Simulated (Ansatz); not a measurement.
Geometry optimisation, Ansatz 0.2.0, UKS PBE/def2-SVP.

The input (input.yaml):

```yaml
crystal:
  periodic: [false, false, false]
  atoms:
    - { symbol: Ga, position_ang: [0.0, 0.0, 0.0] }
    - { symbol: H, position_ang: [0.0, 0.0, 1.82] }
    - { symbol: O, position_ang: [1.5501, 0.0, -0.895] }
    - { symbol: H, position_ang: [1.85, -0.9519, -1.0499] }
    - { symbol: O, position_ang: [-1.5501, 0.0, -0.895] }
    - { symbol: H, position_ang: [-2.0598, -0.8467, -0.6865] }
    - { symbol: C, position_ang: [0.0, 0.0, 3.23] }
    - { symbol: H, position_ang: [-0.5653, -0.8805, 3.6005] }
    - { symbol: H, position_ang: [1.0452, -0.0494, 3.6005] }
    - { symbol: H, position_ang: [-0.4798, 0.9298, 3.6005] }
magnetization:
  spin_polarized: true
  initial_magnetization: 1
basis:
  gaussian: { orbitals: def2-SVP }
hamiltonian:
  xc: pbe
relax:
  f_tol: 0.15
  max_steps: 25
  restrain:
    - { distance: [1, 6], at: 1.11, k: 30.0 }
    - { distance: [0, 1], at: 2.77, k: 30.0 }
output:
  orbitals: {}
```

Command:

```bash
$ ansatz run input.yaml --threads 4 --pin off --max-ram 5120MiB --backend cpu --events-out ev --progress --plain --runs-dir out
```

Question: Where does it end, and by what steps?

Answer: The run converged. The restraints hold the end off the free minimum. The force dipped under the threshold on the way, but the program's further checks kept it going. After 10 steps the energy has fallen by 1.272 eV (the restraints' own energy left out); Ga1 moved furthest, 0.92 Å. Joined: H2–C7 (1.41 → 1.11 Å).

| step | energy less start (eV) | largest force component (eV/Å) | accepted |
| --- | --- | --- | --- |
| 0 | 0.0000 | 2.920 | yes |
| 1 | -0.5215 | 2.063 | yes |
| 2 | -0.4889 | 2.760 | yes |
| 3 | -0.8000 | 1.358 | yes |
| 4 | -0.9834 | 0.620 | yes |
| 5 | -1.0907 | 0.730 | yes |
| 6 | -1.1714 | 0.612 | yes |
| 7 | -1.2497 | 0.215 | yes |
| 8 | -1.2707 | 0.043 | yes |
| 9 | -1.2434 | 1.197 | no |
| 10 | -1.2716 | 0.131 | yes |

```xyz
10
Properties=species:S:1:pos:R:3
Ga -0.040 -0.795 -0.467
H 0.035 -0.289 2.257
O 1.450 -0.053 -1.218
H 2.262 -0.508 -0.931
O -1.567 0.014 -1.054
H -2.362 -0.386 -0.653
C 0.009 -0.013 3.333
H -0.545 -0.791 3.892
H 1.045 0.056 3.716
H -0.498 0.966 3.449
```

Run time: 22 s on 4 threads of Arm Neoverse V1, on a shared host, peak memory 0.18 GiB.
